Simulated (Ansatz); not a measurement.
## Ansatz (development build ahead of 0.2.0) run

```yaml
crystal:
  periodic: [false, false, false]
  atoms:
    - { symbol: Cr, position_ang: [0.0, 0.0, -0.0718] }
    - { symbol: H, position_ang: [0.0, 0.0, 1.7231] }
basis:
  gaussian: { orbitals: def2-TZVP }
magnetization:
  spin_polarized: true
  initial_magnetization: 5
hamiltonian:
  xc: hf
```

The input is written out in the form of the current development build from the run's settings.

Output:

* Converged: yes
* Total energy: -1043.87025 hartree
* Spin squared of the determinant: 8.882
